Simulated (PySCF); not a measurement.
Predicted microwave data (PBE0/pcSseg-1 in PySCF (dipole) on a GFN2-xTB geometry, gas phase) for one isomer of C7H12FN3:

* Rotational constants: A = 1530, B = 992.0, C = 897.0 MHz
* Dipole components: |μa| = 2.64 D, |μb| = 2.54 D, |μc| = 0.19 D
* Inertial defect: -276.36 u·Å²
* κ: -0.70

Question: Which candidate fits, each taken in the one conformer that was computed?
A. `[CH3:1][C:2]([CH3:3])([CH3:4])[CH2:5][n:6]1[n:7][n:8][cH:9][c:10]1[F:11]` with C2–C5–N6–N7 -80°
B. `[CH3:1][CH2:2][C:3]([CH3:4])([CH3:5])[n:6]1[n:7][cH:8][c:9]([F:10])[n:11]1` with C1–C2–C3–C4 180°, C2–C3–N6–N7 -120°
C. `[CH3:1][CH2:2][C:3]([CH3:4])([CH3:5])[n:6]1[n:7][n:8][cH:9][c:10]1[F:11]` with C1–C2–C3–C4 178°, C2–C3–N6–N7 -117°

Answer: C. It is CCC(C)(C)n1nncc1F, an asymmetric top, point group C1. The candidates at the same level (rigid rotor, commonest isotopes):

```
             SMILES  A (MHz)  B (MHz)  C (MHz)  μa (D)  μb (D)  μc (D)  Δ (u·Å²)  point group                        rotor
CCC(C)(C)n1ncc(F)n1     1893    760.9    743.5    1.96    0.36    0.43   -251.46           C1  near-prolate asymmetric top
  CC(C)(C)Cn1nncc1F     1956    834.3    688.8    2.34    2.68    0.35   -130.42           C1               asymmetric top
  CCC(C)(C)n1nncc1F     1530    992.0    897.0    2.64    2.54    0.19   -276.36           C1               asymmetric top
```

`CCC(C)(C)n1ncc(F)n1` has A 24 % too high; `CC(C)(C)Cn1nncc1F` has A 28 % too high. No structure here is proved a minimum.
